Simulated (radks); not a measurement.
The numbers below are computed, except where a source is named.
Problem. Coherent X-ray form factor from a spherical all-electron density. Code: a radial shooting solver on a logarithmic mesh with Libxc functionals. Model: scalar-relativistic Kohn-Sham, TASK exchange with Perdew-Wang LDA correlation, spin-polarised, spherical densities, finite nucleus; meta-GGA in the generalised Kohn-Sham scheme; Fermi nuclear charge, rms radius of each element as measured or else 0.836 A^(1/3) + 0.57 fm.

| sin(theta)/lambda (1/angstrom) | f0 (electrons) |
|---|---|
| 0.05 | 21.610 |
| 0.1 | 20.550 |
| 0.15 | 19.064 |
| 0.2 | 17.394 |
| 0.25 | 15.717 |
| 0.3 | 14.142 |
| 0.4 | 11.505 |
| 0.5 | 9.614 |
| 0.6 | 8.344 |
| 0.8 | 6.888 |
| 1 | 5.965 |
| 1.25 | 4.919 |
| 1.5 | 3.941 |
| 2 | 2.500 |

The species is in the configuration that NIST lists as its ground one. Which atom or ion scatters so?

Solution. The vanadium ion V+, [Ar] 3d4. Extrapolating in s^2 from the first two rows gives f0(0) = 22.0, near the electron count 22; among species with that count, the fall with angle is slower the higher Z, and the table is that of Z = 23; from so few rows the species is fixed only to a neighbour or two.
